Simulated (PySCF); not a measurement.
# Identify the compound

An unknown has the formula C3H3F3O. Its calculated NMR data are:

$^{1}$H NMR (500 MHz, computed): δ 10.01 (tq, J = 2.9, 1.6 Hz, 1H), 3.00 (qd, J = 9.8, 2.9 Hz, 2H).

$^{13}$C{$^{1}$H} NMR (computed): δ 197.7 (CH, q, J = 2.7 Hz), 133.8 (C, q, J = 346.2 Hz), 52.4 (CH2, q, J = 25.5 Hz).

Computed data (PySCF 2.14): B3LYP/pcJ-1 coupling constants (spin–dipole term only in couplings to heteroatoms), GIAO PBE0/pcSseg-1 shieldings, geometry: GFN2-xTB. Non-relativistic Hamiltonian, fast rotation and ring inversion assumed for equivalent nuclei, isolated molecule, one computed conformer.

Shifts are taken against calculated references (same method and geometry level): $^{1}$H (σref 31.72) and $^{13}$C (σref 186.93) vs TMS.

Which candidate is it?
A. O=CCC(F)(F)F
B. C=COC(F)(F)F
C. FC(F)(F)[C@@H]1CO1

## Answers

A. 

The formula gives 1 degree of unsaturation (no ring in the answer). 3 carbon signals for 3 carbons: no two carbons are equivalent. Carbon types of the structure: 1 × C, 1 × CH, 1 × CH2, which accounts for all hydrogens. δC 197.7: aldehyde carbonyl carbon; low-lying n→π* states of the double bond to the heteroatom give a large paramagnetic term (-259 ppm). δC 133.8: CF3 carbon; 3 electronegative neighbours deshield it. δC 52.4: sp3 CH2 α to a carbonyl; the adjacent C=O deshields it moderately. δH 10.01: hydrogen on an aldehyde carbonyl carbon; deshielded by the polar, anisotropic C=O bond. δH 3.00: hydrogen on an sp3 CH2 α to a carbonyl; α to C=O.

The others: FC(F)(F)[C@@H]1CO1 would give 3 signals for carbon-bound and other non-exchanging H, not 2; C=COC(F)(F)F would give 3 signals for carbon-bound and other non-exchanging H, not 2.

Common functionals overestimate the size of one-bond C–F couplings by tens of Hz; these are unscaled. Splittings below 1 Hz are ignored in the labels, and close J values are merged. Unscaled 3J(H,H) at this level run about 10 % above measured values. Shifts are as computed. Against solution values, carbons near 30 ppm lie about +3 ppm off and those near 130 ppm about +5 ppm. Of 1211 compounds with measured shifts, 218 miss one by over three times the rms of a fit or turn the order of signals round; such compounds aren't used in these exercises. Couplings across =CH–CH2 type bonds come from one rotamer and its mirror image, and can be 1–2 Hz further off.
